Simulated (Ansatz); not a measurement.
Two isomers of C2H10BNSi: A = `CCBN[SiH3]`, B = `BN[SiH](C)C`.

Program: Ansatz. Geometries: PBE0-D4/def2-TZVP. ΔE: electronic, gas phase. CCSD(T)/CBS is the MP2 limit (def2-TZVPP, def2-QZVPP) plus CCSD(T) − MP2 in def2-TZVPP, frozen cores. Functionals use def2-TZVPP. B3LYP here is the variant with VWN-RPA as its local correlation; programs differ in this. Each species was taken in one conformer, which may not be the lowest.

Which is lower in electronic energy at CCSD(T)/CBS, and by how much? (Estimate.)

The calculation gave: B, by 14.3 kcal/mol.

Give E(B) − E(A) in kcal/mol with r2SCAN-D4, PBE0-D4, ωB97M-V, PBE-D4, B3LYP-D4, CCSD(T)/def2-TZVPP, B2PLYP. (Estimate.)

Ansatz gave: r2SCAN-D4 -15.2, PBE0-D4 -14.1, ωB97M-V -14.9, PBE-D4 -14.2, B3LYP-D4 -14.2, CCSD(T)/def2-TZVPP -13.7, B2PLYP -13.7. None reverses the order clearly.

Largest T1 diagnostic: 0.011.

In def2-TZVPP, CCSD(T) changes the Hartree–Fock value by −2.3 kcal/mol (the triples alone add −0.4 kcal/mol) and MP2 by −3.2 kcal/mol. The D4 term adds −1.2 kcal/mol with B3LYP and −0.7 kcal/mol with PBE0; it sums over pairs of atoms, weighted by their polarisabilities, and B3LYP, whose exchange is more repulsive, gets the larger term.
